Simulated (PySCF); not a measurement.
SCF from a fresh guess for septet V₂S, at the B3LYP minimum. PySCF input:

```python
from pyscf import gto, scf, dft
mol = gto.M(atom='''
S      0.000000    -0.000000    -1.415014
V      1.316767    -0.000000     0.444027
V     -1.316767     0.000000     0.444027''',
    basis={'S': 'def2-SVP', 'V': 'def2-SVP'},
    charge=0, spin=6)
mf = dft.UKS(mol, xc='B3LYP')
mf.grids.atom_grid = (50, 194)
aux = {'S': 'def2-universal-JKFIT', 'V': 'def2-universal-JKFIT'}
mf = mf.density_fit(auxbasis=aux)
mf.conv_tol = 1e-08
mf.diis_space = 10
mf.max_cycle = 60
mf.init_guess = 'minao'
mf.verbose = 4
mf.kernel()
```

Excerpt of the output (cycles alone); where DIIS stalls, ADIIS, DIIS with a small level shift and a second-order solver take over in turn:

```
init E= -2285.60829231494
cycle= 1 E= -2285.34949733669  delta_E= 0.259  |g|= 0.811  |ddm|= 2.53
cycle= 2 E= -2282.29298751046  delta_E= 3.06  |g|= 1.77  |ddm|= 13.2
cycle= 3 E= -2285.67170064821  delta_E= -3.38  |g|= 0.376  |ddm|= 13.1
cycle= 4 E= -2285.75413818282  delta_E= -0.0824  |g|= 0.235  |ddm|= 0.754
cycle= 5 E= -2285.79403720794  delta_E= -0.0399  |g|= 0.0652  |ddm|= 0.415
cycle= 6 E= -2285.79822933427  delta_E= -0.00419  |g|= 0.0313  |ddm|= 0.131
cycle= 7 E= -2285.79996914412  delta_E= -0.00174  |g|= 0.0166  |ddm|= 0.0954
cycle= 8 E= -2285.8009147913  delta_E= -0.000946  |g|= 0.00576  |ddm|= 0.0985
cycle= 9 E= -2285.80119003099  delta_E= -0.000275  |g|= 0.00483  |ddm|= 0.039
cycle= 10 E= -2285.80157607165  delta_E= -0.000386  |g|= 0.00516  |ddm|= 0.0574
cycle= 11 E= -2285.80173644401  delta_E= -0.00016  |g|= 0.00513  |ddm|= 0.0235
cycle= 12 E= -2285.80123325482  delta_E= 0.000503  |g|= 0.00567  |ddm|= 0.0742
cycle= 13 E= -2285.80061884517  delta_E= 0.000614  |g|= 0.00515  |ddm|= 0.0962
... 38 lines left out ...
cycle= 52 E= -2285.80189630981  delta_E= -0.000321  |g|= 0.0108  |ddm|= 0.0503
cycle= 53 E= -2285.80236241058  delta_E= -0.000466  |g|= 0.0105  |ddm|= 0.0662
cycle= 54 E= -2285.80190300699  delta_E= 0.000459  |g|= 0.0104  |ddm|= 0.0656
cycle= 55 E= -2285.79936713052  delta_E= 0.00254  |g|= 0.0193  |ddm|= 0.37
cycle= 56 E= -2285.79984175599  delta_E= -0.000475  |g|= 0.0128  |ddm|= 0.0578
cycle= 57 E= -2285.79968880419  delta_E= 0.000153  |g|= 0.00955  |ddm|= 0.0578
cycle= 58 E= -2285.79811148345  delta_E= 0.00158  |g|= 0.0196  |ddm|= 0.215
cycle= 59 E= -2285.79866481566  delta_E= -0.000553  |g|= 0.0246  |ddm|= 0.128
cycle= 60 E= -2285.79979032162  delta_E= -0.00113  |g|= 0.0203  |ddm|= 0.162
SCF not converged.
init E= -2285.60829231494
cycle= 1 E= -2285.34949733669  delta_E= 0.259  |g|= 0.811  |ddm|= 2.53
cycle= 2 E= -2282.29298751046  delta_E= 3.06  |g|= 1.77  |ddm|= 13.2
cycle= 3 E= -2285.33090763401  delta_E= -3.04  |g|= 0.769  |ddm|= 12.5
cycle= 4 E= -2285.76713121742  delta_E= -0.436  |g|= 0.159  |ddm|= 2.12
cycle= 5 E= -2285.70106400456  delta_E= 0.0661  |g|= 0.37  |ddm|= 0.761
cycle= 6 E= -2285.79409190401  delta_E= -0.093  |g|= 0.0663  |ddm|= 0.432
cycle= 7 E= -2285.776196508  delta_E= 0.0179  |g|= 0.189  |ddm|= 0.324
cycle= 8 E= -2285.79950856303  delta_E= -0.0233  |g|= 0.0314  |ddm|= 0.183
cycle= 9 E= -2285.79625683328  delta_E= 0.00325  |g|= 0.0849  |ddm|= 0.165
cycle= 10 E= -2285.8010918009  delta_E= -0.00483  |g|= 0.0118  |ddm|= 0.0948
cycle= 11 E= -2285.80110739226  delta_E= -1.56e-05  |g|= 0.0258  |ddm|= 0.0639
cycle= 12 E= -2285.80126897637  delta_E= -0.000162  |g|= 0.0269  |ddm|= 0.0688
cycle= 13 E= -2285.80190188358  delta_E= -0.000633  |g|= 0.0107  |ddm|= 0.0533
cycle= 14 E= -2285.80174880968  delta_E= 0.000153  |g|= 0.0286  |ddm|= 0.0644
cycle= 15 E= -2285.80229713659  delta_E= -0.000548  |g|= 0.0119  |ddm|= 0.0495
cycle= 16 E= -2285.802462614  delta_E= -0.000165  |g|= 0.0186  |ddm|= 0.0547
cycle= 17 E= -2285.80210937469  delta_E= 0.000353  |g|= 0.0348  |ddm|= 0.0706
cycle= 18 E= -2285.80306303869  delta_E= -0.000954  |g|= 0.00661  |ddm|= 0.0525
cycle= 19 E= -2285.80331009706  delta_E= -0.000247  |g|= 0.0116  |ddm|= 0.0437
cycle= 20 E= -2285.80308021177  delta_E= 0.00023  |g|= 0.0312  |ddm|= 0.0682
SCF not converged.
init E= -2285.80308021177
cycle= 1 E= -2285.80178090283  delta_E= 0.0013  |g|= 0.0585  |ddm|= 0.107
cycle= 2 E= -2285.79761365233  delta_E= 0.00417  |g|= 0.102  |ddm|= 0.19
cycle= 3 E= -2285.80375284209  delta_E= -0.00614  |g|= 0.0243  |ddm|= 0.0925
cycle= 4 E= -2285.80424062216  delta_E= -0.000488  |g|= 0.00767  |ddm|= 0.0262
cycle= 5 E= -2285.80437654193  delta_E= -0.000136  |g|= 0.00512  |ddm|= 0.0153
cycle= 6 E= -2285.80469671481  delta_E= -0.00032  |g|= 0.00465  |ddm|= 0.0411
cycle= 7 E= -2285.80501874123  delta_E= -0.000322  |g|= 0.0045  |ddm|= 0.0425
cycle= 8 E= -2285.80541513064  delta_E= -0.000396  |g|= 0.00409  |ddm|= 0.0542
cycle= 9 E= -2285.80585331928  delta_E= -0.000438  |g|= 0.00421  |ddm|= 0.0647
cycle= 10 E= -2285.80607929432  delta_E= -0.000226  |g|= 0.00369  |ddm|= 0.0358
cycle= 11 E= -2285.80671416371  delta_E= -0.000635  |g|= 0.00765  |ddm|= 0.134
cycle= 12 E= -2285.80684702553  delta_E= -0.000133  |g|= 0.00337  |ddm|= 0.0314
cycle= 13 E= -2285.80701404009  delta_E= -0.000167  |g|= 0.00563  |ddm|= 0.0861
cycle= 14 E= -2285.80699986398  delta_E= 1.42e-05  |g|= 0.00331  |ddm|= 0.0323
cycle= 15 E= -2285.8070441304  delta_E= -4.43e-05  |g|= 0.00205  |ddm|= 0.0305
cycle= 16 E= -2285.8070545939  delta_E= -1.05e-05  |g|= 0.00132  |ddm|= 0.00839
cycle= 17 E= -2285.80706493597  delta_E= -1.03e-05  |g|= 0.00104  |ddm|= 0.0115
cycle= 18 E= -2285.80707074878  delta_E= -5.81e-06  |g|= 0.000719  |ddm|= 0.00939
cycle= 19 E= -2285.80707384762  delta_E= -3.1e-06  |g|= 0.000552  |ddm|= 0.00747
cycle= 20 E= -2285.80707611452  delta_E= -2.27e-06  |g|= 0.000393  |ddm|= 0.00581
cycle= 21 E= -2285.80707691196  delta_E= -7.97e-07  |g|= 0.000218  |ddm|= 0.00216
cycle= 22 E= -2285.80707798781  delta_E= -1.08e-06  |g|= 0.000282  |ddm|= 0.00418
cycle= 23 E= -2285.80707882686  delta_E= -8.39e-07  |g|= 0.000208  |ddm|= 0.00333
cycle= 24 E= -2285.8070795209  delta_E= -6.94e-07  |g|= 0.000206  |ddm|= 0.00342
cycle= 25 E= -2285.80708004748  delta_E= -5.27e-07  |g|= 0.000175  |ddm|= 0.00315
cycle= 26 E= -2285.80708025719  delta_E= -2.1e-07  |g|= 9.46e-05  |ddm|= 0.00148
cycle= 27 E= -2285.80708060887  delta_E= -3.52e-07  |g|= 0.000224  |ddm|= 0.00413
cycle= 28 E= -2285.80708072646  delta_E= -1.18e-07  |g|= 0.000123  |ddm|= 0.00189
cycle= 29 E= -2285.80708076899  delta_E= -4.25e-08  |g|= 6.74e-05  |ddm|= 0.0011
cycle= 30 E= -2285.80708078569  delta_E= -1.67e-08  |g|= 4.71e-05  |ddm|= 0.00076
SCF not converged.
macro= 0  E= -2285.80708078992  delta_E= -4.22824e-09  |g|= 4.71363e-05  1 KF 3 JK
macro X = 1  E=-2285.80708078992  |g|= 4.71363e-05  total 2 KF 5 JK
converged SCF energy = -2285.80708078992  <S^2> = 12.137918  2S+1 = 7.0392949
```

No lower solution of this spin was found from smeared starts or by a stability analysis within the unrestricted form.

Open d and f shells are described by one determinant, and the ground state may have another occupation or spin.

The search for the lowest solution, 3 starts and the stability check together, took 34 s on 2 threads of a shared Arm Neoverse V1 host, with 80 basis functions; the process peaked at 0.37 GiB.
